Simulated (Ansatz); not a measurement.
`[CH3][Ga]([SH])[SH]` and `[CH3][Al]([SH])[SH]` differ in one element.

Ansatz, PBE0-D4/def2-TZVP geometries, multiplicity 1. Each molecule was computed in one conformer, which needn't be the lowest.

Scalar relativity is left out up to krypton.

```tsv
property	`[CH3][Ga]([SH])[SH]`
HOMO–LUMO gap (PBE0/def2-TZVPP) / eV	6.65
HOMO–LUMO gap (ωB97M-V/def2-TZVPP) / eV	10.52
LUMO energy (ωB97M-V/def2-TZVPP) / eV	1.00
LUMO energy (B3LYP/def2-TZVPP) / eV	-0.95
HOMO energy (ωB97M-V/def2-TZVPP) / eV	-9.52
HOMO energy (PBE/def2-TZVPP) / eV	-6.16
```

(1) What does the change do to each property? (Best estimate.)

Answers

(1) The calculation gave: 
| property | `[CH3][Al]([SH])[SH]` | shift |
| --- | --- | --- |
| HOMO–LUMO gap (PBE0/def2-TZVPP) / eV | 6.92 | 0.27 |
| HOMO–LUMO gap (ωB97M-V/def2-TZVPP) / eV | 10.73 | 0.21 |
| LUMO energy (ωB97M-V/def2-TZVPP) / eV | 1.12 | 0.12 |
| LUMO energy (B3LYP/def2-TZVPP) / eV | -0.71 | 0.24 |
| HOMO energy (ωB97M-V/def2-TZVPP) / eV | -9.61 | -0.09 |
| HOMO energy (PBE/def2-TZVPP) / eV | -6.26 | -0.10 |

With PBE0 the HOMO falls by 0.09 eV and the LUMO rises by 0.18 eV, so the gap widens by about 0.27 eV. PBE moves the HOMO by -0.10 eV and ωB97M-V by -0.09 eV.

Positive LUMOs are unbound, so they and the gaps depend on the basis.

B3LYP here is the variant with VWN-RPA as its local correlation; programs differ in this.
